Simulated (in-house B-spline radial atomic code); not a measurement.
Atomic self-consistent-field run: V6+ (an excited or competing configuration). Method: scalar-relativistic (X2C) OLYP, spin-polarised, spherical fractional occupations, Fermi nucleus of rms radius 3.6002 fm. Calculated with a radial B-spline atomic code at the basis-set limit.

Command:
```bash
python run_scf.py task.json out
```
Settings (nuclear radius in fm, mass in u):
```
Z                23
configuration    [Ne] 3s1 3p5 4d1
hamiltonian      x2c
method           optx,lyp
spin_polarised   True
nucleus          fermi
rms_radius       3.6002
atomic_mass      50.94396
speed_of_light   137.035999084
```

Output (hartree, bohr):
```
 radial grid: 67 intervals, B-splines of order 8, outer radius 15.5224 bohr

 iter        energy (Eh)    residual
    1        -929.092912    4.83e-01
    2        -933.544319    1.83e-01
    3        -933.927856    5.98e-02
    4        -933.976055    1.92e-02
    5        -933.982570    7.07e-03
    6        -933.983175    3.47e-04
    7        -933.983177    3.26e-05
    8        -933.983177    3.84e-06
    9        -933.983177    1.91e-07

 total energy                      -933.98318
 kinetic                             944.1490
 electron-nucleus                  -2150.0442
 Hartree                             313.7644
 exchange-correlation                -41.8524

 orbital      occ     eigenvalue          <r>       <r^2>       <1/r>     <1/r^3>       <r^4>       r_max
 1s up      1.000      -201.7480    0.0661726  0.00590214     23.0828           - 9.00754e-05     0.04319
 1s down    1.000      -201.7064    0.0661687  0.00590131     23.0834           - 9.00476e-05     0.04319
 2s up      1.000       -26.8734     0.306984    0.111404     4.85159           -    0.021758      0.2552
 2s down    1.000       -26.8359     0.306664     0.11109     4.85306           -   0.0215722      0.2554
 2p up      3.000       -23.2381     0.272884     0.09167     4.71708     314.575   0.0171765      0.2077
 2p down    3.000       -23.1908     0.272652   0.0914297      4.7179     314.526   0.0170239      0.2079
 3s up      1.000        -6.6831     0.869508    0.861452     1.63454           -     1.12576      0.7863
 3p up      3.000        -5.6540     0.890849    0.916309     1.53577     48.4397     1.32845      0.7938
 3p down    2.000        -5.4737     0.902265    0.941943     1.51686     47.2283     1.41794      0.7984
 4d up      1.000        -1.8130      2.30035     6.00724    0.573303     1.23836     52.2592        2.21
```

Time taken, with all properties: 0.07 s on 1 thread of Intel(R) Xeon(R) 6975P-C, on a shared host.
